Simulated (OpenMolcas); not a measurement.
**OpenMolcas input wanted**

CH5BClNO has 10 atoms, charge 0, and is taken as a singlet. As SMILES, `NB(Cl)CO`. The shape is that of a PBE0-D4/def2-TZVP optimisation. This is a higher conformer, about 10 kJ/mol above the lowest found by a separate search.

```xyz
10

N    -1.4813    0.7701    0.2638
B    -0.1312    0.4583    0.2726
Cl    0.9784    1.5314    1.1662
C     0.4848   -0.7648   -0.5092
O     1.7245   -1.2439   -0.0302
H    -1.8604    1.5854    0.7139
H    -2.1641    0.1966   -0.2012
H    -0.2174   -1.6066   -0.4952
H     0.5700   -0.4690   -1.5702
H     2.1798   -0.5087    0.3922
```

Settings wanted:

```json
{"method": "DFT", "reference": "RKS", "relativity": "none", "basis set": "6-31G*", "task": "energy", "functional": "B2PLYP", "dispersion": "none", "frozen core orbitals": "9", "nucleus": "point", "integration grid": "UltraFine", "SCF convergence threshold": "1e-10", "d and f functions": "spherical"}
```

Task: Write the OpenMolcas 26.06 input and the command.

Result: One that was run (others would do as well):

job.input:
```
&GATEWAY
BasLib=$CurrDir
BasisSet
N.6-31Gs....
N1 -1.481300 0.770100 0.263800 angstrom
End of Basis
BasisSet
B.6-31Gs....
B2 -0.131200 0.458300 0.272600 angstrom
End of Basis
BasisSet
Cl.6-31Gs....
Cl3 0.978400 1.531400 1.166200 angstrom
End of Basis
BasisSet
C.6-31Gs....
C4 0.484800 -0.764800 -0.509200 angstrom
End of Basis
BasisSet
O.6-31Gs....
O5 1.724500 -1.243900 -0.030200 angstrom
End of Basis
BasisSet
H.6-31Gs....
H6 -1.860400 1.585400 0.713900 angstrom
H7 -2.164100 0.196600 -0.201200 angstrom
H8 -0.217400 -1.606600 -0.495200 angstrom
H9 0.570000 -0.469000 -1.570200 angstrom
H10 2.179800 -0.508700 0.392200 angstrom
End of Basis
&SEWARD
GridInput
Grid=UltraFine
End of Grid
&SCF
KSDFT=B2PLYP_SCF
Thresholds=1e-10 1e-07 1e-07 1e-05
PrOrbitals=1 2
&MBPT2
Frozen=9
```

```bash
$ export MOLCAS_MEM=1860
$ pymolcas job.input > job.log
```

(Basis files named in the input come from the Basis Set Exchange and aren't shown.)

Calculated total energy: -655.83316 Eh.
